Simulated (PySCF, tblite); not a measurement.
Isomers of C4H10Si, one GFN2-xTB conformer each. Single-point energies are computed at PBE0/pcSseg-1 (PySCF, gas phase, no added dispersion term), electronic only.

| SMILES | GFN2-xTB relative energy (kcal/mol) |
| --- | --- |
| CC[C@H]1C[SiH2]1 | 0.0 |
| CC[SiH]1CC1 | 9.2 |

Conformers: `[CH3:1][CH2:2][C@H:3]1[CH2:4][SiH2:5]1` with C1–C2–C3–C4 77°; `[CH3:1][CH2:2][SiH:3]1[CH2:4][CH2:5]1` with C1–C2–Si3–C4 96°.

**Question.** What does PBE0/pcSseg-1 give for the same structures?

**Answer.** 
```json
{"SMILES": "CC[SiH]1CC1", "PBE0/pcSseg-1 E (Eh)": "-447.55118", "PBE0/pcSseg-1 (kcal/mol)": "0.0", "GFN2-xTB (kcal/mol)": "9.2", "point group": "C1"}
{"SMILES": "CC[C@H]1C[SiH2]1", "PBE0/pcSseg-1 E (Eh)": "-447.54209", "PBE0/pcSseg-1 (kcal/mol)": "5.7", "GFN2-xTB (kcal/mol)": "0.0", "point group": "C1"}
```

GFN2-xTB puts CC[C@H]1C[SiH2]1 lowest instead. 

**Question.** Which frontier levels, dipoles and rotational constants go with these structures?

**Answer.** 
| SMILES | HOMO (eV, PBE0/pcSseg-1) | LUMO (eV) | dipole (D) | A, B, C (MHz) |
| --- | --- | --- | --- | --- |
| CC[SiH]1CC1 | -6.61 | 0.82 | 0.81 | 9374, 2101, 2025 |
| CC[C@H]1C[SiH2]1 | -6.64 | 0.44 | 0.14 | 9846, 2152, 1951 |

**Question.** What happens when harmonic zero-point energies from GFN2-xTB frequencies are added?

**Answer.** 
| SMILES | ZPE (kcal/mol) | electronic (kcal/mol) | with ZPE (kcal/mol) |
| --- | --- | --- | --- |
| CC[SiH]1CC1 | 79.4 | 0.0 | 0.0 |
| CC[C@H]1C[SiH2]1 | 78.4 | 5.7 | 4.7 |

The zero-point energies span 1.0 kcal/mol. The order is unchanged.
